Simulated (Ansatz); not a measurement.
Two structures of AlSiNH6O, closed shell, reached by relaxing down either side of one saddle point (PBE0-D4/def2-TZVP). Energies are electronic, without zero-point energy. Computed with Ansatz 0.2.0 (basis: def2-TZVPP and def2-QZVPP); correlated methods freeze the cores. Extrapolation: Hartree–Fock as exp(−7.88 √X), correlation as X^−2.97. First:

Al1  (-0.567, 0.341, 0.200)
Si2  (1.565, -0.855, 0.116)
N3  (-1.483, 0.655, -1.272)
H4  (-1.193, 0.371, -2.193)
O5  (-1.251, 0.913, 1.646)
H6  (1.534, -2.092, 0.949)
H7  (1.923, -1.263, -1.272)
H8  (2.685, -0.016, 0.635)
H9  (-2.365, 1.141, -1.313)
H10  (-0.848, 0.805, 2.505)
(Å)

Second:

Al1  (-0.109, 0.911, 1.128)
Si2  (0.768, -1.079, -1.155)
N3  (-0.388, -0.140, -0.285)
H4  (1.331, 1.066, 1.731)
O5  (-1.375, 1.767, 1.856)
H6  (0.449, -2.535, -1.129)
H7  (0.860, -0.678, -2.588)
H8  (2.089, -0.863, -0.508)
H9  (-1.334, -0.209, -0.639)
H10  (-2.291, 1.761, 1.590)
(Å)

Q: Which bonds change from the first to the second?

A: AlSiNH₆O ([NH2][Al]([OH])[SiH3]) → AlSiNH₆O ([OH][AlH][NH][SiH3]); bonds formed: Al1–H4, Si2–N3; bonds broken: Al1–Si2, N3–H4.

Q: Give the saddle point's structure and its height above each. (Judge from chemistry; the value comes from the calculation.)

A: Computed: 327.2 kJ/mol above the first and 371.9 kJ/mol above the second (CCSD(T) at an estimated basis limit (MP2 extrapolated from triple and quadruple zeta, plus CCSD(T) − MP2 in triple zeta)).
```xyz
10
angstrom
Al -1.0606 0.6540 0.2961
Si 1.2821 -0.7058 -0.2515
N -1.5119 0.6757 -1.3157
H -0.0289 -0.0347 -1.0081
O -0.9507 0.9069 1.9524
H 1.0024 -1.6957 0.8259
H 1.8099 -1.4233 -1.4379
H 2.2830 0.2741 0.2414
H -2.2353 1.0033 -1.9373
H -0.5900 0.3456 2.6347
```

The search had been set up for a 1,2-elimination (forming Si2–H4, breaking Al1–Si2, N3–H4); from that guess it ended on this step instead.

The T1 diagnostic stays at or below 0.021.

Labels in which every atom is bracketed show which atoms are joined, not bond orders.

For scale, one of the runs: CCSD(T)/def2-TZVPP, 230 basis functions, launched by `ansatz run in.yaml --threads 4 --pin off --events-out ev --progress --plain --max-ram 9574MiB`. The run took 91 s on 4 CPU threads of an Arm Neoverse V2 (shared host), with 3.7 GiB of host memory at its peak.
